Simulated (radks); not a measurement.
The numbers below are computed, except where a source is named.
Question: Radial electron density D(r) = 4 pi r^2 rho(r) of an atom or ion with 5 electrons. Code: a radial shooting solver on a logarithmic mesh with Libxc functionals. Model: scalar-relativistic Kohn-Sham, PBE, spin-polarised, spherical densities, finite nucleus; Fermi nuclear charge, rms radius of each element as measured or else 0.836 A^(1/3) + 0.57 fm.

r (bohr),D(r) (e/bohr),spin D(r)
0.0179,0.6619,-0.0000812
0.01986,0.7927,-0.0000925
0.02186,0.9336,-0.000103
0.02426,1.111,-0.000112
0.0267,1.301,-0.000117
0.02963,1.537,-0.000116
0.03287,1.808,-0.000103
0.03618,2.091,-0.0000736
0.04015,2.434,-0.0000136
0.04455,2.818,0.0000915
0.04904,3.206,0.000248
0.05441,3.662,0.000512
0.06038,4.148,0.000918
0.06646,4.617,0.00147
0.07375,5.137,0.00235
0.08183,5.653,0.00362
0.09007,6.109,0.00528
0.09995,6.562,0.00781
0.1109,6.945,0.0114
0.1221,7.216,0.0158
0.1355,7.394,0.0224
0.1503,7.431,0.0313
0.1654,7.324,0.0422
0.1836,7.051,0.0576
0.2021,6.657,0.0758
0.2242,6.093,0.101
0.2488,5.419,0.133
0.2739,4.740,0.168
0.3039,3.994,0.215
0.3372,3.294,0.271
0.3712,2.739,0.329
0.4118,2.277,0.401
0.457,1.986,0.479
0.503,1.875,0.556
0.5582,1.907,0.641
0.6193,2.060,0.721
0.6817,2.260,0.782
0.7564,2.478,0.829
0.8394,2.639,0.849
0.9239,2.694,0.838
1.025,2.626,0.795
1.138,2.424,0.721
1.252,2.136,0.630
1.389,1.754,0.516
1.529,1.380,0.408
1.697,0.9945,0.298
1.883,0.6657,0.203
2.073,0.4287,0.134
2.3,0.2452,0.0798
2.552,0.1278,0.0437
2.809,0.06393,0.0231
3.117,0.02708,0.0105
3.459,0.01013,0.00424
3.807,0.003629,0.00164
4.224,0.001038,0.000511

What is the nuclear charge?

Answer: Z = 7. The innermost maximum, from 1s, lies near gamma/Z bohr with gamma = sqrt(1 - (Z/c)^2) = 0.999, here 0.143 bohr (found: 0.147), and its height grows with Z. The density is that of the nitrogen ion N2+ in [He] 2s2 2p1; the configuration itself is not fixed sharply by these data. D(r) has 2 maxima, at r = 0.147, 0.924 bohr, and minima at 0.519 bohr, inside which lie 2.13 electrons.
